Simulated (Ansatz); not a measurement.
`[F][Ge]([F])[Cl]` radical, relaxed with UKS PBE-D4/def2-SVP in the Gaussian-basis code of Ansatz from a rough embedded geometry. The force threshold is 0.03 eV/Å; the program also tests the step.

The species carries charge 0 and has multiplicity 2.

Start:

```xyz
4

F     1.596   -0.297   -0.553
Ge   -0.086    0.246   -0.421
F    -0.178    1.452    0.835
Cl   -1.333   -1.400    0.139
```

```
step  energy (eV)  largest force (eV/Å)  largest move (Å)
   1  -74442.6781                 0.901             0.000
   2  -74442.6993                 0.294             0.066
   3  -74442.7066                 0.174             0.021
   4  -74442.7095                 0.077             0.027
   5  -74442.7099                 0.018             0.011
```

End:

```xyz
4

F     1.573   -0.272   -0.518
Ge   -0.100    0.259   -0.457
F    -0.130    1.451    0.832
Cl   -1.342   -1.438    0.142
```

It took 12 s on 2 threads of a server CPU on a shared host, with 0.36 GiB of host memory at the peak.
